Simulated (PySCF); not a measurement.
An unknown shows these calculated signals:

1H NMR (500 MHz, computed): δ 4.59 (dd, J = 72.9, 1.3 Hz, 2H), 3.52 (m, 6H).

13C{1H} NMR (computed): δ 109.4 (CH, m), 56.2 (CH3).

[PySCF: σ from GIAO-B97-2/pcSseg-1; coordinates at the PBE0-D3(BJ)/def2-SVP level; B3LYP/pcJ-1 coupling constants (spin–dipole term only in couplings to heteroatoms); equivalent nuclei averaged; non-relativistic Hamiltonian; isolated molecule; single conformer]

Chemical shifts δ = σref − σ; TMS for 1H, 13C, all at this level.

Which of these does the molecule contain: a tert-butyl group, a benzene ring, a methoxy group, an OH group?

Results:


- A tert-butyl group: no.
- A benzene ring: no.
- A methoxy group: yes (δC 56.2; δH 3.52 (m)).
- An OH group: no.

The data belong to `CO[C@@H](F)[C@@H](F)OC`, C4H8F2O2; they needn't prove each group on their own.

Carbon signals by region: 1 in the sp2 and nitrile region (100–160 ppm), 1 at 50–100 ppm.

C–F couplings over four or more bonds (about 3 Hz to the para carbon of a fluoroarene) are left out. Common functionals overestimate the size of one-bond C–F couplings by tens of Hz; these are unscaled. Splittings below 1 Hz are ignored in the labels, and close J values are merged. Couplings among chemically equivalent protons are left out too, so labels in AA′BB′ or AA′XX′ sets are apparent multiplicities. Shifts are as computed. Against solution values, carbons near 30 ppm lie about +1 ppm off and those near 130 ppm about +2 ppm. Of 1313 compounds with measured shifts, 239 miss one by over three times the rms of a fit or turn the order of signals round; such compounds aren't used in these exercises. 3J across rotatable bonds or in flexible rings reflects this conformer alone.
